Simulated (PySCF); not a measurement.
A TDDFT job, as run on `BBCCS[SiH3]`.

Method: TDDFT CAM-B3LYP/def2-SVPD, vertical, gas phase, core orbitals frozen in the response (PySCF).

Input of the driver that calls PySCF (job settings, then Cartesian coordinates in Å):

```
{"job": {"kind": "uv", "xc": "CAM-B3LYP", "basis": "def2-SVPD", "nstates": 8, "ntriplets": 3}, "charge": 0, "multiplicity": 1}
B      2.9232    -0.6544     0.3333
B      1.9738     0.5478    -0.1980
C      0.4444     0.7402     0.1842
C     -0.1831    -0.3834     0.9910
S     -1.8864    -0.0041     1.5672
Si    -2.9910    -0.0155    -0.2628
H      3.0706    -1.6609    -0.2517
H      3.5497    -0.5734     1.3220
H      2.3836     1.3908    -0.9112
H      0.3635     1.6686     0.7599
H     -0.1529     0.9080    -0.7182
H     -0.2321    -1.3080     0.4161
H      0.3775    -0.5689     1.9061
H     -4.3626    -0.2322     0.1588
H     -2.8300     1.2564    -0.9637
H     -2.4560    -1.1021    -1.0768
```

Output:

```
coarse grid: 13792 points
cycle   1  E = -819.0553843569  dE =  3.012e-01  |g| = 2.924e-01  |ddm| = 5.146e+00
cycle   2  E = -819.0753752881  dE = -1.999e-02  |g| = 2.009e-01  |ddm| = 1.200e+00
cycle   3  E = -819.0869585416  dE = -1.158e-02  |g| = 3.405e-02  |ddm| = 4.438e-01
cycle   4  E = -819.0873398239  dE = -3.813e-04  |g| = 9.507e-03  |ddm| = 1.011e-01
cycle   5  E = -819.0873663184  dE = -2.649e-05  |g| = 2.601e-03  |ddm| = 2.654e-02
cycle   6  E = -819.0873684762  dE = -2.158e-06  |g| = 9.953e-04  |ddm| = 6.526e-03
final grid: 122224 points
cycle   7  E = -819.1874397263  dE = -2.720e-05  |g| = 3.245e-03  |ddm| = 6.971e-02
cycle   8  E = -819.1874396916  dE =  3.466e-08  |g| = 3.339e-03  |ddm| = 1.127e-02
cycle   9  E = -819.1874426335  dE = -2.942e-06  |g| = 2.213e-04  |ddm| = 4.917e-03
cycle  10  E = -819.1874426479  dE = -1.436e-08  |g| = 1.079e-04  |ddm| = 7.467e-04
cycle  11  E = -819.1874426513  dE = -3.360e-09  |g| = 2.240e-05  |ddm| = 2.638e-04
cycle  12  E = -819.1874426514  dE = -1.735e-10  |g| = 5.868e-06  |ddm| = 6.193e-05
converged SCF energy = -819.1874426514

Static polarisability (au): isotropic 101.466, principal 86.155 93.206 125.038

Singlet excitations
state   eV       nm        f      main configurations
  1   4.9717    249.4   0.00589   H-2->L 0.91
  2   5.2494    236.2   0.02407   H->L 0.83
  3   5.3973    229.7   0.00332   H-2->L+1 0.70, H->L+1 0.20
  4   5.4811    226.2   0.00150   H->L+1 0.62, H-2->L+1 0.23, H-3->L+1 0.09
  5   5.7767    214.6   0.01657   H->L+2 0.55, H->L+3 0.13, H->L 0.10
  6   6.0404    205.3   0.01113   H->L+4 0.61, H->L+2 0.09
  7   6.1783    200.7   0.00072   H-4->L 0.77
  8   6.3536    195.1   0.00248   H-1->L+1 0.36, H-3->L+1 0.31, H->L+1 0.14

Triplet excitations (Tamm-Dancoff, eV): 4.2239 4.6870 5.0121
```

The SCF starts on a coarse grid; the energy jumps when the final grid takes over, and dE counts afresh there. The run used 211 basis functions and 12 SCF iterations for the ground state.

On one thread of an Arm Neoverse N1, shared host with 64 logical CPUs at a one-minute load of 61, this took 72 s and 0.96 GiB of memory at its peak.

What frontier levels and dipole did the ground state of this run have?

HOMO -8.11 eV, LUMO -0.71 eV, dipole 1.39 D.

The structure is a single GFN2-xTB conformer in the gas phase; no vibrational or solvent corrections.
